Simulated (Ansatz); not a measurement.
Relaxation of F2OTi (4 atoms, charge 0, multiplicity 1), to a largest force component of 0.015 eV/Å in at most 40 steps.

Level of theory: Ansatz, RKS PBE-D4/def2-SVP.

```xyz
4
Properties=species:S:1:pos:R:3:forces:R:3
O -0.970 0.202 1.487 -0.34 0.21 0.78
Ti -0.304 -0.166 0.083 1.02 0.20 0.94
F -0.679 -1.776 -0.399 -0.35 -1.81 -0.43
F -0.656 1.013 -1.120 -0.33 1.40 -1.28
```

Task: Where does it end, and by what steps?

Result: The forces met the threshold. After 5 steps the energy has fallen by 0.130 eV; F4 moved furthest, 0.12 Å.

```json
{"step": "0", "energy less start (eV)": "0.0000", "largest force component (eV/Å)": "1.808", "accepted": "yes"}
{"step": "1", "energy less start (eV)": "-0.0983", "largest force component (eV/Å)": "0.704", "accepted": "yes"}
{"step": "2", "energy less start (eV)": "-0.1264", "largest force component (eV/Å)": "0.198", "accepted": "yes"}
{"step": "3", "energy less start (eV)": "-0.1226", "largest force component (eV/Å)": "0.213", "accepted": "no"}
{"step": "4", "energy less start (eV)": "-0.1300", "largest force component (eV/Å)": "0.019", "accepted": "yes"}
{"step": "5", "energy less start (eV)": "-0.1300", "largest force component (eV/Å)": "0.001", "accepted": "yes"}
```

```xyz
4
Properties=species:S:1:pos:R:3
O -0.943 0.208 1.509
Ti -0.397 -0.175 0.047
F -0.646 -1.891 -0.362
F -0.622 1.131 -1.144
```

Whether the end is a true minimum wasn't checked by a vibrational analysis.

Time of the run: 7.9 s on 1 thread of Intel(R) Xeon(R) Platinum 8488C (Sapphire Rapids), on a shared host, peak memory 0.14 GiB.
